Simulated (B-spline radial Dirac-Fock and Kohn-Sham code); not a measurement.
Binding energies of Cr at several levels of theory

System: the Cr atom, configuration [Ar] 3d5 4p1 (an excited configuration).

The density-functional columns are spherical, spin-unpolarised Dirac-Kohn-Sham results without Breit or QED terms: −ε is minus the orbital energy of the initial state and ΔSCF the difference of two total energies. The reference in the last column comes from Dirac-Fock energy differences between relaxed states, corrected for Breit and QED terms. All numbers are from a radial finite-basis atomic code, in eV; a selection of levels is shown. The Kohn-Sham columns are given as differences from the reference.

| level | LDA −ε − DF | LDA ΔSCF − DF | Dirac-Fock |
| --- | --- | --- | --- |
| K | -129.9 | +9.5 | 5996.9 |
| L1 | -39.2 | -18.9 | 705.7 |
| L2 | -24.3 | +0.4 | 591.4 |
| L3 | -24.5 | -0.2 | 583.0 |
| M1 | -12.7 | -6.4 | 87.66 |
| M2 | -6.7 | -0.6 | 54.16 |
| M3 | -6.8 | -0.7 | 53.19 |
| M4,5 | -2.3 | +2.7 | 6.83 |
| N2,3 | -1.3 | +0.8 | 3.17 |

Values without a named source are computed, but for edge energies of neutral atoms, which are taken from tables.
